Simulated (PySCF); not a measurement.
Choosing a molecule for a target property.

All species are isolated and taken at one optimised geometry, non-relativistic unless stated. Electronic properties by PySCF.

The conformers computed, where there is a choice (atom-mapped SMILES and torsion angles):
- `[OH:1][B:2]([OH:3])[SiH2:4][SiH2:5][GeH3:6]`: O1–B2–Si4–Si5 -179°, B2–Si4–Si5–Ge6 -5°, H–O1–B2–O3 0°, H–O3–B2–O1 0°
- `[CH3:1][C:2](=[Se:3])[CH2:4][C@H:5]([CH3:6])[F:7]`: C1–C2–C4–C5 -89°, C2–C4–C5–C6 -179°
- `[SiH3:1][CH2:2][GeH:3]1[CH2:4][CH2:5][CH2:6]1`: Si1–C2–Ge3–C4 156°

The conformers of `CCO[SiH]1CC=CC1` aren't listed.

Problem. Wanted: static isotropic polarisability below 104 au (B3LYP/def2-SVPD) and HOMO–LUMO gap below 6.8 eV (B3LYP/def2-SVPD), at PBE0-D3(BJ)/def2-SVP geometries. Which candidate meets both?
A. `[C@@H](CC(C)=[Se])(C)F`
B. `C1=CC[SiH](OCC)C1`
C. `OB(O)[SiH2][SiH2][GeH3]`
D. `[SiH3][CH2][GeH]1[CH2]C[CH2]1`

Solution. A. Computed values:
| species | static isotropic polarisability | HOMO–LUMO gap |
| --- | --- | --- |
| [C@@H](CC(C)=[Se])(C)F | 94.6 au | 3.39 eV |
| C1=CC[SiH](OCC)C1 | 99.6 au | 7.07 eV |
| [SiH3][CH2][GeH]1[CH2]C[CH2]1 | 107.5 au | 7.49 eV |
| OB(O)[SiH2][SiH2][GeH3] | 120.5 au | 6.57 eV |
